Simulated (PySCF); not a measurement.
# MI for M along the fifth-period p block

CCSD(T) with triple-zeta basis sets in PySCF, for the lowest determinant that a PBE0 search found; no spin–orbit coupling. De refers to high-spin ground-configuration atoms.

```
 M         basis  reference, frozen orbitals  state (unpaired electrons)  Re (Å)  ωe (cm⁻¹)  De (eV)
In  x2c-TZVPPall                     RHF, 36      singlet (closed shell)   2.764        179     3.57
Sn  x2c-TZVPPall                     UHF, 36               doublet (π ↑)   2.720        198     2.87
Sb    def2-TZVPP                      UHF, 8              triplet (π ↑↑)   2.698        204     2.10
Te  x2c-TZVPPall                     UHF, 36               doublet (π ↑)   2.678        212     1.89
 I  x2c-TZVPPall                     RHF, 36      singlet (closed shell)   2.691        212     1.78
```

The shortest bond is that of TeI (2.678 Å), the longest that of InI (2.764 Å).

The rows differ in basis set, which adds steps of its own.

The state changes along the series, so neighbouring rows are not always alike in their bonding.

Correlated steps freeze the inner cores (8 to 36 orbitals); shallow outer-core shells are correlated. Spin–orbit coupling is left out, which matters for elements this heavy, above all for dissociation energies. Where the molecule has an RHF reference, its open-shell atoms are computed with UHF. States were picked by a PBE0 search and need not be the measured ground states.
